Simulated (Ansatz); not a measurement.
Basis-set extrapolation for C₂H₆BNO, SMILES `CC1OB1N` (PBE0-D4/def2-TZVP geometry, frozen core, Ansatz). Multiplicity 1, RHF reference.

|  | def2-TZVPP | def2-QZVPP |
| --- | --- | --- |
| HF | -233.363110 | -233.374149 |
| MP2 correlation | -0.880726 | -0.942351 |
| CCSD(T) correlation | -0.947715 | not run |

Energies in hartree. Use E(X) = E(∞) + A·exp(−7.88·√X) for Hartree–Fock and E(X) = E(∞) + B·X^(−2.97) for correlation, with X = 3 and 4, and add CCSD(T) minus MP2 of the smaller set to the MP2 limit.

What is the CCSD(T) energy at the basis-set limit?

HF limit: -233.374149 + (-0.011039) × 0.13774 = -233.37567. MP2 limit: -0.942351 + (-0.061625) × 0.74074 = -0.98800. Higher-order term: -0.947715 − (-0.880726) = -0.06699. Total: -234.43066 hartree, 3.26 eV below CCSD(T)/def2-TZVPP.
